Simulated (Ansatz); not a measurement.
Consider the substitution at a C–O bond: `C#CCO` + `C=CC(=O)O` → `C#CCOC(=O)C=C` + H₂O.

Program: Ansatz. Geometries: PBE0-D4/def2-TZVP. ΔE: electronic, gas phase. CCSD(T)/CBS adds triple-zeta CCSD(T) − MP2 to the extrapolated MP2 energy (def2 sets, frozen cores). This one scheme is used for every species. DFT in def2-TZVPP. Each species was taken in one conformer, which may not be the lowest.

Problem. Is it downhill or uphill in electronic energy at CCSD(T)/CBS, and by how much? (Best estimate.)

Solution. Ansatz gave: Downhill: ΔE = -0.11 eV.

Problem. What do these levels give: ωB97X-V, CCSD(T)/def2-TZVPP, HF/def2-QZVPP, MP2/def2-QZVPP, SCS-MP2/def2-QZVPP, HF/CBS(def2)? (Estimate.)

Solution. Computed: ωB97X-V -0.04, CCSD(T)/def2-TZVPP -0.09, HF/def2-QZVPP 0.05, MP2/def2-QZVPP -0.14, SCS-MP2/def2-QZVPP -0.10, HF/CBS(def2) 0.05 eV.

Largest T1 diagnostic among the species: 0.015.

The D4 term adds −0.08 eV with B3LYP and −0.05 eV with PBE0; it sums over pairs of atoms, weighted by their polarisabilities, and B3LYP, whose exchange is more repulsive, gets the larger term. In def2-TZVPP, CCSD(T) changes the Hartree–Fock value by −0.15 eV (the triples alone add −0.03 eV) and MP2 by −0.18 eV.

B3LYP here is the variant with VWN-RPA as its local correlation; programs differ in this.
